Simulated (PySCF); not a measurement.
C2H10N2Si2.

```xyz
16

C      3.1617    -0.2068    -0.2634
N      1.7685    -0.5998    -0.3336
Si     0.4124     0.1987     0.3772
N     -0.8231    -0.8916     0.9477
C     -2.1485    -0.5115     0.4298
Si    -1.5431     0.9094    -0.7364
H      3.2949     0.5433     0.5319
H      3.5395     0.2436    -1.2016
H      3.8195    -1.0610    -0.0180
H      1.5797    -1.3308    -1.0136
H      1.0563     1.1380     1.3511
H     -0.7654    -1.6438     1.6297
H     -2.6571    -1.3383    -0.1007
H     -2.8408    -0.1452     1.2118
H     -2.1766     2.2376    -0.4731
H     -1.7174     0.5931    -2.1875
```

Geometry: B3LYP-D3(BJ)/def2-SVP. The structure was generated by enumeration; whether it is a known compound was not checked. Other conformers were not sampled.

Level of theory: PBE/pcSseg-1 in PySCF. Non-relativistic, no solvent.

Question: Give the absolute GIAO shielding of each atom: isotropic value and principal components (ppm). (Estimate from the structure and the level; the computed values follow.)

Answer: 
| atom | σ(iso) | σ11 | σ22 | σ33 | span |
|---|---|---|---|---|---|
| C1 | 147.0 | 121.3 | 138.0 | 181.8 | 60.4 |
| N2 | 205.2 | 173.3 | 206.0 | 236.4 | 63.1 |
| Si3 | 344.6 | 312.3 | 333.1 | 388.3 | 76.0 |
| N4 | 190.6 | 131.8 | 179.1 | 260.9 | 129.1 |
| C5 | 147.3 | 121.6 | 135.4 | 184.7 | 63.1 |
| Si6 | 375.6 | 300.5 | 365.0 | 461.2 | 160.6 |
| H7 | 28.5 | 25.0 | 27.2 | 33.3 | 8.3 |
| H8 | 28.4 | 23.2 | 26.5 | 35.5 | 12.3 |
| H9 | 28.3 | 23.2 | 26.3 | 35.5 | 12.3 |
| H10 | 30.6 | 22.1 | 31.2 | 38.4 | 16.3 |
| H11 | 25.6 | 22.2 | 24.6 | 29.8 | 7.6 |
| H12 | 29.9 | 20.9 | 28.1 | 40.8 | 19.9 |
| H13 | 28.2 | 23.9 | 25.8 | 35.0 | 11.1 |
| H14 | 28.2 | 24.1 | 26.0 | 34.4 | 10.3 |
| H15 | 26.7 | 23.9 | 24.8 | 31.3 | 7.4 |
| H16 | 26.8 | 24.5 | 24.8 | 31.1 | 6.6 |
